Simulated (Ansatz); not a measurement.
Diatomic H₂-, multiplicity 2 (lowest of 2S+1 = 2, 4 at CCSD(T)/def2-TZVPP on PBE0 minima; our sources give no spin for the ground state, which may be another).

Seven points along R, fitted to fifth degree in 1/R; most abundant isotopes. In def2 and cc sets the state is the lowest found near the PBE0 minimum, followed along R.

Codes used: Ansatz (Gaussian orbitals). Values without a source in brackets are computed.

```csv
level,r_e (Å),ω_e (cm⁻¹),ω_e x_e (cm⁻¹)
PBE/def2-TZVPP,1.149,?,160
r2SCAN/def2-TZVPP,1.153,740,440
PBE0/def2-TZVPP,1.139,923,130
CCSD/def2-TZVPP,1.182,840,15
CCSD(T)/def2-TZVPP,?,?,19
```

Problem. Some entries are withheld; supply them.

Solution. 
- CCSD(T)/def2-TZVPP, r_e (Å): 1.180
- CCSD(T)/def2-TZVPP, ω_e (cm⁻¹): 852
- PBE/def2-TZVPP, ω_e (cm⁻¹): 875

Ansatz is a quantum-chemistry and plane-wave program.
